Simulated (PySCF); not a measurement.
H2Zn (SMILES [ZnH2]), singlet, geometry from GFN2-xTB (such geometries of metal compounds can be far from the true shape); PySCF with LC-WPBE/def2-SVP, TDA.

Input for PySCF:
```python
from pyscf import gto, scf, dft, tdscf

mol = gto.M(
    atom='''
Zn    0.000000    0.000000    0.000000
H    -0.000000   -0.000000   -1.499255
H     0.000000    0.000000    1.499255
''',
    basis='def2-svp',
    charge=0,
    spin=0,
    verbose=3,
)

mf = dft.RKS(mol)
mf.xc = 'lc_wpbe'
mf.kernel()
td = mf.TDA()
td.nstates = 15
td.kernel()
td.analyze()
```

Task: Write the output that PySCF gives for this input, abridged.

Result: 
```
converged SCF energy = -1780.06487573599
Excitation energies (eV)
[ 7.70527167  7.70527167  9.27810879 10.03917469 10.03917469 10.18187208
 10.42834689 11.3793503  11.37935131 11.40401735 11.49884205 11.90158605
 12.03338808 12.03338808 12.72624625]

** Singlet excitation energies and oscillator strengths **
Excited State   1:      7.70527 eV    160.91 nm  f=0.0000
Excited State   2:      7.70527 eV    160.91 nm  f=0.0000
Excited State   3:      9.27811 eV    133.63 nm  f=0.0006
Excited State   4:     10.03917 eV    123.50 nm  f=0.4495
Excited State   5:     10.03917 eV    123.50 nm  f=0.4495
Excited State   6:     10.18187 eV    121.77 nm  f=1.1702
Excited State   7:     10.42835 eV    118.89 nm  f=0.0000
Excited State   8:     11.37935 eV    108.96 nm  f=0.0000
Excited State   9:     11.37935 eV    108.96 nm  f=0.0000
Excited State  10:     11.40402 eV    108.72 nm  f=0.0000
Excited State  11:     11.49884 eV    107.82 nm  f=0.0000
Excited State  12:     11.90159 eV    104.17 nm  f=0.3146
Excited State  13:     12.03339 eV    103.03 nm  f=0.1652
Excited State  14:     12.03339 eV    103.03 nm  f=0.1652
Excited State  15:     12.72625 eV     97.42 nm  f=0.1705
```
